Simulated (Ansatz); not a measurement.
**triplet S: levels of theory in one basis**

A single S atom.

Basis set: cc-pV(T+d)Z (spherical functions). Correlated methods keep 5 orbitals frozen. Correlation on ROHF uses semicanonical orbitals with singles. Charge 0, multiplicity 3.

Computed with Ansatz (development build ahead of 0.2.0); each method stands on the lowest determinant of its kind that the runs found.

```json
{"method": "ROHF", "E − E(ROHF) (eV)": "0.00", "<S²> of the determinant": "2.00"}
{"method": "UHF", "E − E(ROHF) (eV)": "-0.16", "<S²> of the determinant": "2.01"}
{"method": "ROHF-MP2", "E − E(ROHF) (eV)": "-3.37", "<S²> of the determinant": "–"}
{"method": "UHF-MP2", "E − E(ROHF) (eV)": "-3.33", "<S²> of the determinant": "2.01"}
{"method": "ROHF-CCSD", "E − E(ROHF) (eV)": "-3.97", "<S²> of the determinant": "–"}
{"method": "UHF-CCSD", "E − E(ROHF) (eV)": "-3.97", "<S²> of the determinant": "2.01"}
{"method": "ROHF-CCSD(T)", "E − E(ROHF) (eV)": "-4.10", "<S²> of the determinant": "–"}
{"method": "UHF-CCSD(T)", "E − E(ROHF) (eV)": "-4.10", "<S²> of the determinant": "2.01"}
{"method": "UHF-BCCD(T)", "E − E(ROHF) (eV)": "-4.10", "<S²> of the determinant": "2.01"}
{"method": "ROHF-CCSDT", "E − E(ROHF) (eV)": "-4.12", "<S²> of the determinant": "–"}
{"method": "UHF-CCSDT", "E − E(ROHF) (eV)": "-4.13", "<S²> of the determinant": "2.01"}
```

(1) Is a single determinant a sound starting point here?

## Answers

(1) By this sign, yes. Unrestricted orbitals gain 0.16 eV and <S²> is 2.01 against 2.00 for a pure state.
